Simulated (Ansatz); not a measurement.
Na₃Cl₃⁻. Total charge -1; doublet. Geometry PBE-D4/def2-SVPD; atoms count from 1.

```xyz
6

Na   -0.191    0.498    0.717
Na   -0.968    0.664    4.295
Na    0.892   -0.687   -3.929
Cl   -1.497    0.853    6.700
Cl    0.335    0.558   -1.766
Cl    1.430   -1.885   -6.017
```

Another isomer (doublet) lies 0.71 eV lower at PBE0-D4/def2-TZVPD; other spin states weren't run for this one.

Estimate the Mulliken populations from the PBE0/def2-TZVPD orbitals of Ansatz.


| atom | charge (e) | spin (α − β) |
| --- | --- | --- |
| Na1 | 0.20 | 0.62 |
| Na2 | 0.51 | 0.34 |
| Na3 | 0.62 | 0.01 |
| Cl4 | -0.84 | 0.00 |
| Cl5 | -0.67 | 0.03 |
| Cl6 | -0.82 | 0.00 |
Mulliken values and Mayer orders depend strongly on the basis. With diffuse functions, as here, like atoms can get unlike values, and bond orders can come out too low or too high.

Where does the spin sit?

Summed by element: Na 0.97, Cl 0.03, of 1 unpaired in all. Largest on single atoms: Na1 0.62, Na2 0.34, Cl5 0.03.

And the Mayer bond orders between bonded heavy atoms (over 0.3)?

Na1–Na2 0.43 (3.66 Å); Na3–Cl6 0.35 (2.47 Å).
